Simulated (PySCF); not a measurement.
**From a computed spectrum to the compound**

A species of 3 atoms with charge 1 has these harmonic modes (PBE0, small Gaussian bases with core potentials, PySCF 2.14.0):

| cm⁻¹ | km/mol | symmetry |
| --- | --- | --- |
| 480 | 74.4 | a1 |
| 1622 | 466.7 | b2 |
| 1651 | 169.1 | a1 |

Question: Which species is it, and in which structure?

Answer: [SmH2]+ (singlet in the valence; each metal's 4f electrons, 5 of them, lie in its core potential, out of spins and levels):
```xyz
3

Sm    0.0000    0.0000   -0.0153
H     1.5613    0.0000    1.1527
H    -1.5613    0.0000    1.1527
```
Ideal gas at 298.15 K and 1 bar: S = 251.6 J/(mol K), Cp = 39.1 J/(mol K), H − H(0 K) = 10.6 kJ/mol (rigid rotor, harmonic modes, spin degeneracy alone, that of the 4f electrons in the core included). An lcecp potential fixes the number of 4f electrons, so in runs with it no electron can move into or out of that shell.
 This is one of several that fit.
